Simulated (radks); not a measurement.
Values are calculated unless marked as measured or tabulated.
These are the eigenvalues of the occupied orbitals of an atom or ion with whole-number occupations (eV). Level of theory: non-relativistic Kohn-Sham, PBE, spin-polarised, spherical densities, point nucleus (a radial shooting solver on a logarithmic mesh with Libxc functionals).

| orbital | eigenvalue |
|---|---|
| 1s up | -2077.408 |
| 1s down | -2077.112 |
| 2s up | -172.7083 |
| 2s down | -172.4017 |
| 2p up | -124.2080 |
| 2p down | -123.7904 |
| 3s up | -14.7291 |
| 3s down | -12.0064 |
| 3p up | -6.2938 |

Which element is it, and in what charge state? The configuration may be excited. Open shells, if any, are filled with parallel spins first.

Answer. Z = 15, phosphorus, charge 0: P in [Ne] 3s2 3p3. The list shows which subshells hold electrons but not how many an open one holds; the 1s level, -76.343 hartree, gives Z - s = 12.4 by -(Z - s)^2/2, which with screening narrows Z to a few neighbours, and the depths of the outer levels then fix element, charge and occupations together.
